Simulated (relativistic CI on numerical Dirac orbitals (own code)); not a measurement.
# One change at a time: Ta38+

Base calculation: Dirac-Coulomb-Breit CI, separate exchange-only KLI orbitals for each configuration, model QED (radiative potential, 1s self-energy scaled to tabulated hydrogen-like ionisation energies), unscaled Slater integrals.

Configurations in the expansion (outside the closed core [Ar] 3d10): 4s2.4p5, 4s.4p6, 4s2.4p4.4d, 4s.4p5.4d, 4s2.4p4.4f, 4s.4p5.4f, 4p6.4d, 4s.4p4.4d2, 4s2.4p3.4d.4f, 4p6.4f, 4p5.4d.4f, 4s.4p4.4f2, 4s2.4p4.5s, 4p6.5s, 4s2.4p4.5p, 4s.4p4.4d.5s, 4s2.4p3.4f.5s, 4s.4p5.5s, 4s2.4p4.5d, 4s.4p5.5p, 4s2.4p4.5f, 4s2.4p4.5g, 4s.4p5.5d, 4p5.4f.5s, 4s.4p5.5f, 4s2.4p4.6s, 4s2.4p4.6p, 4s2.4p3.4d2, 4s2.4p2.4d3, 4s.4p3.4d3, 4s2.4p2.4d2.4f, 4s.4p3.4d2.4f, 4s2.4p2.4d2.5s, 4p5.4d2, 4p4.4d3, 4p4.4d2.4f, 4p4.4d2.5s, 4p5.4d.5s, 4p4.4d.4f.5s, 4p4.4d.5s2, 4s2.4p3.5s2, 4s2.4p2.4d.5s2, 4s.4p3.4d.5s2, 4s2.4p2.4f.5s2, 4s.4p3.4f.5s2. Double excitations out of closed p, d and f shells are left out; levels of such configurations are missing from the list, as are those of other unlisted configurations, and high levels can miss mixing partners. These lack a partner that the ground configuration has and come out too high: 4s2.4p4.5p, 4s.4p5.5s, 4s2.4p4.5d, 4s.4p5.5p, 4s2.4p4.5f.

The lowest level and the first level of each name with at least 55 % of one term (blank where a level has no safe partner in the second run):

```csv
Level,Base (cm⁻¹),Shift (cm⁻¹)
4s2.4p5 2P°_3/2,0,0
4s2.4p5 2P°_1/2,693524,+4960
4s2.4p4.4d 2D_3/2,1281529,+3647
4s2.4p4.4d 4F_9/2,1341121,-149
4s.4p6 2S_1/2,1563857,+26797
4s2.4p4.4d 4D_1/2,1828363,+4119
4s2.4p4.4d 2G_7/2,1910366,+6664
4s2.4p4.4d 2G_9/2,2052409,+5754
```

At this charge energies of transitions that change n are usually good to better than 1 %, and those within a shell (Δn = 0) to a few per cent.

One thing was changed in a second run, which moved the levels as shown. Which?
A. Breit term removed
B. QED terms removed
C. configuration mixing switched off

C. Configuration mixing switched off. Without mixing, levels that were pushed by configurations of the same parity and J return to their single-configuration places.

LS names give the leading component of a level, which can be under half, so a name can repeat, a term be missing and a line seem to break the LS rules.
